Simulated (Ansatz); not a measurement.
```yaml
crystal:
  periodic: [false, false, false]
  atoms:
    - {symbol: O, position_ang: [-0.529873, 1.610628, -1.020527]}
    - {symbol: Si, position_ang: [0.117046, 0.584913, 0.104462]}
    - {symbol: C, position_ang: [0.562957, -0.985787, -0.190823]}
    - {symbol: C, position_ang: [-0.575250, -0.893202, 0.804616]}
    - {symbol: H, position_ang: [-0.926109, 1.173043, -1.735712]}
    - {symbol: H, position_ang: [1.113720, 1.790158, 0.965723]}
    - {symbol: H, position_ang: [1.087591, -2.090989, -0.455824]}
    - {symbol: H, position_ang: [-0.830181, -1.567449, 1.245276]}
basis:
  gaussian: {orbitals: 6-31G}
hamiltonian: {xc: {name: revPBE}}
accuracy: high
relax: {f_tol: 0.0001, max_steps: 3}
output: {forces: true}
```

```sh
$ ansatz run in.yaml --threads 2 --pin off --events-out ev --progress --plain --max-ram 4352MiB
```

Output, abridged:

```
Functional definition: revPBE
1237 factors; integrals over basis functions are off by at most 2.3e-9 eV
mean field evaluation 1: about -12043.2632 eV, gradient 6.6e1 eV
mean field evaluation 2: about -12017.9546 eV, gradient 1.2e2 eV
mean field evaluation 4: about -12052.4736 eV, gradient 1.3e1 eV
mean field evaluation 8: about -12052.9038 eV, gradient 3.1e-1 eV
mean field evaluation 16: about -12052.9042 eV, gradient 8.7e-6 eV
mean field -12052.90416738 eV, -442.9360583994 hartree, gradient 7.8e-9 eV, S^2 0.000000; 0 other end points of the search recorded, 0 dependent functions left out
reference -12052.90417124 eV, -442.9360585412 hartree; 19, 19 occupied and 29, 29 virtual orbitals, 1237 factors
relax step   1: F+E_penalty+E_count = -12052.90416738 eV  Δ(F+E_penalty+E_count) = +0.000e0 eV  max|allowed force component| = 1.428e1 eV/Å  Δτ_max = 0.0000 Å  (29 SCF iters, accepted)
1240 factors; integrals over basis functions are off by at most 2.8e-9 eV
mean field -12056.36525680 eV, -443.0632510895 hartree, gradient 3.2e-8 eV, S^2 0.000000; 0 other end points of the search recorded, 0 dependent functions left out
reference -12056.36526071 eV, -443.0632512332 hartree; 19, 19 occupied and 29, 29 virtual orbitals, 1240 factors
relax step   2: F+E_penalty+E_count = -12056.36525680 eV  Δ(F+E_penalty+E_count) = -3.461e0 eV  max|allowed force component| = 3.733e0 eV/Å  Δτ_max = 0.1949 Å  (38 SCF iters, accepted)
1242 factors; integrals over basis functions are off by at most 3.0e-9 eV
mean field -12056.88587930 eV, -443.0823836137 hartree, gradient 4.3e-8 eV, S^2 0.000000; 0 other end points of the search recorded, 0 dependent functions left out
reference -12056.88588320 eV, -443.0823837569 hartree; 19, 19 occupied and 29, 29 virtual orbitals, 1242 factors
relax step   3: F+E_penalty+E_count = -12056.88587930 eV  Δ(F+E_penalty+E_count) = -5.206e-1 eV  max|allowed force component| = 1.137e0 eV/Å  Δτ_max = 0.1532 Å  (37 SCF iters, accepted)
Error: geometry relaxation did not converge after 3 steps: max|allowed force component| = 1.14e0 eV/Å (threshold 1.0e-4). Raise `relax.max_steps` over both its present limit and 3, loosen `relax.f_tol`, or start from a geometry closer to equilibrium. Where this run's directory can be resumed (`checkpoint.write`), a resume goes on for up to `relax.max_steps` more
```

In this input the relaxation is allowed too few steps for its threshold. The run did not converge.
